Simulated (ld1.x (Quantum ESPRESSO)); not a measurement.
# u(r) = r·R(r): atom against pseudo-atom (H (Z = 1))

Columns: radius, all-electron u(r) and pseudo u(r) of the 1s shell (level -12.77 eV) of hydrogen in the configuration 1s0.5; BLYP, scalar-relativistic, RRKJ scheme, ld1.x (Quantum ESPRESSO) 7.5.

| r (bohr) | all-electron | pseudo |
| --- | --- | --- |
| 0.053 | 0.1095 | 0.0927 |
| 0.105 | 0.2053 | 0.1817 |
| 0.158 | 0.2921 | 0.2687 |
| 0.210 | 0.3675 | 0.3488 |
| 0.262 | 0.4339 | 0.4221 |
| 0.315 | 0.4931 | 0.4886 |
| 0.368 | 0.5445 | 0.5462 |
| 0.420 | 0.5879 | 0.5939 |
| 0.473 | 0.6257 | 0.6338 |
| 0.525 | 0.6570 | 0.6652 |
| 0.578 | 0.6835 | 0.6904 |
| 0.630 | 0.7047 | 0.7096 |
| 0.683 | 0.7220 | 0.7249 |
| 0.735 | 0.7349 | 0.7363 |
| 0.788 | 0.7446 | 0.7450 |
| 0.840 | 0.7509 | 0.7509 |
| 0.893 | 0.7543 | 0.7543 |
| 0.945 | 0.7552 | 0.7552 |
| 0.998 | 0.7537 | 0.7537 |
| 1.050 | 0.7502 | 0.7502 |
| 1.102 | 0.7449 | 0.7449 |
| 1.155 | 0.7379 | 0.7379 |
| 1.208 | 0.7295 | 0.7295 |
| 1.260 | 0.7200 | 0.7200 |
| 1.313 | 0.7092 | 0.7092 |
| 1.365 | 0.6978 | 0.6978 |

Q: How many radial nodes do the two functions have?

A: The all-electron 1s function has n − l − 1 = 0; the pseudo-wave has 0.

Q: At about which radius was the pseudo-wave matched?

A: 0.95 bohr. The columns agree to 0.0005 from 0.79 bohr on; several derivatives are matched, so the curves merge somewhat inside the radius.

Q: Where does each function peak?

A: Outermost all-electron maximum near 0.94 bohr, pseudo maximum near 0.94 bohr (to the table’s step).

Q: Is the pseudo-wave norm-conserving?

A: Yes: the RRKJ scheme keeps the norm inside the radius equal to the all-electron one, which fixes the energy derivative of the logarithmic derivative at the level.
